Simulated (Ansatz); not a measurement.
A nudged elastic band was laid between two geometries of H$_{7}$OPSi$_{2}$ (11 atoms, charge 0, multiplicity 1).

These are results of RKS r2SCAN-D4/def2-SVP in Ansatz, not measurements.

* movable images: 5
* climbing image: yes
* spring: 5.0 eV/Å²
* optimiser: quadratic models (default)
* start path: IDPP
* force threshold: 0.03 eV/Å
* iteration limit: 60
* end points: relaxed

First end point:

```xyz
11
Properties=species:S:1:pos:R:3
O 1.416 2.233 -1.334
P -0.082 1.533 -0.975
Si 0.645 -0.432 -0.078
Si -1.172 -1.474 0.987
H 1.374 2.560 -2.244
H -0.298 2.121 0.316
H 1.771 -0.215 0.884
H 1.139 -1.291 -1.198
H -2.266 -1.727 0.000
H -1.703 -0.589 2.070
H -0.758 -2.776 1.593
```

Last end point:

```xyz
11
Properties=species:S:1:pos:R:3
O 1.177 1.846 -1.992
P -0.111 0.813 -1.625
Si 0.723 -0.145 0.266
Si -1.032 -1.264 1.357
H 1.379 1.736 -2.931
H -0.925 1.726 -0.874
H 1.340 0.878 1.167
H 1.780 -1.126 -0.131
H -2.117 -0.294 1.703
H -0.547 -1.908 2.616
H -1.602 -2.317 0.463
```

(1) Which bonds break or form, and what moves?

(2) What energy profile does the band end with?

(3) What is the geometry of the highest image?

Results:

(1) No bond is made or broken. The dihedral P2–Si3–Si4–H11 goes from 180 to 60°. The two ends are copies of one structure, up to a mirror image or an exchange of like atoms.

(2) The forces met the threshold. The highest image is number 3 of 0 to 6, 0.7 kcal/mol above the ends, which have the same energy within 2 meV. A vibrational analysis at the climbing image gives one clearly imaginary mode, 81i cm⁻¹: a first-order saddle point.

| image | path coordinate (Å) | energy (kcal/mol) | dihedral P2–Si3–Si4–H11 (°) |
| --- | --- | --- | --- |
| 0 | 0.00 | 0.0 | 180 |
| 1 | 0.72 | 0.2 | 160 |
| 2 | 1.44 | 0.5 | 140 |
| 3 | 2.17 | 0.7 | 120 |
| 4 | 2.89 | 0.5 | 100 |
| 5 | 3.60 | 0.2 | 80 |
| 6 | 4.32 | 0.0 | 60 |

(3) 
```xyz
11
Properties=species:S:1:pos:R:3
O 1.285 2.005 -1.770
P -0.104 1.090 -1.457
Si 0.713 -0.270 0.176
Si -1.106 -1.340 1.230
H 1.420 2.009 -2.727
H -0.735 1.963 -0.509
H 1.531 0.494 1.169
H 1.599 -1.282 -0.477
H -2.398 -0.902 0.614
H -1.141 -0.999 2.685
H -0.999 -2.824 1.086
```

The run took 52 s on 2 threads of Intel(R) Xeon(R) Platinum 8488C (Sapphire Rapids), on a shared host, peak memory 0.18 GiB.
